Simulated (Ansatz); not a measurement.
`[NH2][Sn][F]` + H₂O → `[OH][Sn][F]` + NH₃ at 400 K and 1 bar (formal hydrolysis of the Sn–N bond).

Calculated with Ansatz (gas phase, PBE0-D4/def2-TZVP geometries, no zero-point term in ΔE). CBS: MP2 limit from def2 TZ/QZ plus the TZ coupled-cluster correction, frozen cores. This one scheme is used for every species. Elements past krypton have def2 core potentials. For Sn outer-core shells are correlated without core-valence functions, which leaves a few kJ/mol of doubt a bond. Each species was taken in one conformer, which may not be the lowest.

```tsv
species	CCSD(T)/CBS energy (Eh)	H − E (kJ/mol)	S (J/(mol·K))
`[NH2][Sn][F]`	-369.78999	90.9	318.4
H₂O	-76.37941	69.8	198.6
`[OH][Sn][F]`	-389.66871	57.9	310.9
NH₃	-56.50880	104.2	203.1
```

H − E and S are ideal-gas, rigid-rotor, harmonic terms from PBE0-D4/def2-TZVP, for one conformer and one mirror image of each species. 1 Eh = 2625.50 kJ/mol, R = 8.31446 J/(mol·K).

Q: By hand: ΔE, ΔH, ΔS and ΔG.

A: ΔE = (-389.66871) + (-56.50880) − (-369.78999) − (-76.37941) = -0.00811 Eh = -21.3 kJ/mol. Δ(H − E) = 57.9 + 104.2 − 90.9 − 69.8 = 1.4, so ΔH = -19.9 kJ/mol. ΔS = 310.9 + 203.1 − 318.4 − 198.6 = -3.0 J/(mol·K). ΔG = -19.9 − 400 × (-3.0)/1000 = -18.7 kJ/mol.

Q: By hand: the equilibrium constant, and the temperature at which ΔG would vanish if ΔH and ΔS stayed fixed.

A: log₁₀ K = −ΔG/(RT ln 10) = 2.4. ΔG = 0 at ΔH/ΔS = 6633 K, far beyond where these terms or the molecules hold.

The number of gas molecules stays the same, so ΔS is small and ΔH decides. A doubt of 5 kJ/mol in ΔE shifts log₁₀ K by 0.7 here. Other conformers and mirror images would add mixing entropy, several J/(mol·K) or more a flexible species. These are equilibria of isolated gas molecules and say nothing of rates. Largest T1 diagnostic: 0.018 (customary marks: 0.02 for closed shells, 0.045 for open ones).
